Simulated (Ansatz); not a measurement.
Geometry optimisation, RKS B3LYP-D4/6-31G* in Ansatz.

Input file:

```yaml
crystal:
  periodic: [false, false, false]
  atoms:
    - { symbol: B, position_ang: [0.0, 0.0, 0.0] }
    - { symbol: O, position_ang: [0.0, 0.0, 1.41] }
    - { symbol: H, position_ang: [-0.9095, -0.2814, 1.7471] }
    - { symbol: C, position_ang: [1.3856, 0.0, -0.8] }
    - { symbol: H, position_ang: [1.7152, -1.0462, -0.9702] }
    - { symbol: H, position_ang: [1.2491, 0.508, -1.7774] }
    - { symbol: H, position_ang: [2.1552, 0.5381, -0.2082] }
    - { symbol: F, position_ang: [-1.1431, 0.0, -0.66] }
basis:
  gaussian: { orbitals: "6-31G*" }
hamiltonian:
  xc: b3lyp
  dispersion: d4
relax:
  f_tol: 0.02
  max_steps: 40
```

Run as:

```bash
$ ansatz run input.yaml --threads 1 --pin off --max-ram 2048MiB --backend cpu --events-out ev --progress --plain --runs-dir out
```

Question: Where does it end, and by what steps?

Answer: The forces met the threshold. The force dipped under the threshold on the way, but the program's further checks kept it going. After 10 steps the energy has fallen by 0.176 eV; F8 moved furthest, 0.43 Å.

| step | energy less start (eV) | largest force component (eV/Å) | accepted |
| --- | --- | --- | --- |
| 0 | 0.0000 | 1.566 | yes |
| 1 | -0.1057 | 1.873 | yes |
| 2 | -0.1473 | 1.298 | yes |
| 3 | -0.1706 | 0.278 | yes |
| 4 | -0.1737 | 0.139 | yes |
| 5 | -0.1749 | 0.059 | yes |
| 6 | -0.1754 | 0.081 | yes |
| 7 | -0.1746 | 0.179 | no |
| 8 | -0.1762 | 0.009 | yes |
| 9 | -0.1764 | 0.014 | yes |
| 10 | -0.1765 | 0.016 | yes |

```xyz
8
Properties=species:S:1:pos:R:3
B 0.029 -0.100 0.024
O -0.025 0.124 1.363
H -0.928 0.016 1.704
C 1.375 0.008 -0.772
H 1.609 -0.943 -1.267
H 1.291 0.756 -1.571
H 2.216 0.281 -0.129
F -1.114 -0.424 -0.611
```

Whether the end is a true minimum wasn't checked by a vibrational analysis.

Time of the run: 27 s on 1 thread of Arm Neoverse V1, with other jobs on the host, peak memory 0.15 GiB.
